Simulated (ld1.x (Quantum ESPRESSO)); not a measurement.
**What the settings do to the ultrasoft potential of lead**

Base potential:

* Element: lead
* Generator: ld1.x (Quantum ESPRESSO) 7.5
* Type: ultrasoft
* Functional: LDA (PZ)
* Relativity: scalar-relativistic
* Frozen core: [Xe] 4f14 5d10
* Valence charge: 4
* Reference configuration: 6s2 6p2
* Partial waves: 6s (bound): rcut 1.60, rcutus 1.90 bohr; 6s channel at -0.45 Ry: rcut 1.60, rcutus 1.90 bohr; 6p (bound): rcut 2.50, rcutus 3.25 bohr; 6p channel at 0.75 Ry: rcut 2.50, rcutus 3.25 bohr
* Local potential: all-electron potential smoothed inside 2.30 bohr (lloc = -1)
* Core correction: a·sin(br)/r model core inside 1.85 bohr
* Augmentation charge: built from norm-conserving waves at rcut, not smoothed further

All-electron outer shells of the reference configuration (LDA (PZ), scalar-relativistic, ld1.x):

```json
{"shell": "5p", "level (eV)": "-85.96", "outermost node (bohr)": "0.49", "outermost maximum (bohr)": "0.88"}
{"shell": "5d", "level (eV)": "-21.29", "outermost node (bohr)": "0.52", "outermost maximum (bohr)": "1.07"}
{"shell": "6s", "level (eV)": "-12.32", "outermost node (bohr)": "1.01", "outermost maximum (bohr)": "1.95"}
{"shell": "6p", "level (eV)": "-3.71", "outermost node (bohr)": "1.18", "outermost maximum (bohr)": "2.63"}
```

Cutoffs, loose and tight: the cutoffs (Ry, on a coarse ladder) from which the occupation-weighted sum of valence levels, in a spherical-Bessel basis at the reference potential, stays within 10 and 1 mRy of its value at 400 Ry. They do not see the model core or the augmentation charge, which bear on the density cutoff. Test errors are all-electron minus pseudo excitation energies from the reference, over the configurations 6s2 6p1; 6s2 6p0; 6s1 6p0; 6s2 6p1.5; 6s1 6p3; 6s2 6p2.3; 6s0 6p4 (two spin-polarised tests are not counted in the largest error). A dash means not determined; rows that change the core or the reference have their own tests.

| change | outcome | cutoff, loose | cutoff, tight | bound ghosts | largest test error (meV) |
| --- | --- | --- | --- | --- | --- |
| base | generated | 10 Ry | 21 Ry | none | -599 |
| core correction a·sin(br)/r model core inside 0.84 bohr | generated | 10 Ry | 21 Ry | none | -611 |
| core correction a·sin(br)/r model core inside 1.08 bohr | generated | 10 Ry | 21 Ry | none | -611 |
| core correction a·sin(br)/r model core inside 1.26 bohr | generated | 10 Ry | 21 Ry | none | -611 |
| core correction a·sin(br)/r model core inside 1.58 bohr | generated | 10 Ry | 21 Ry | none | -609 |
| core correction a·sin(br)/r model core inside 1.84 bohr | generated | 10 Ry | 21 Ry | none | -599 |
| core correction a·sin(br)/r model core inside 2.04 bohr | generated | 10 Ry | 21 Ry | none | -577 |
| core correction a·sin(br)/r model core inside 2.26 bohr | generated | 10 Ry | 21 Ry | none | -529 |

What comes out with this change to the base: core correction none?

outcome: generated; cutoff, loose: 10 Ry; cutoff, tight: 21 Ry; bound ghosts: none; largest test error (meV): +258.
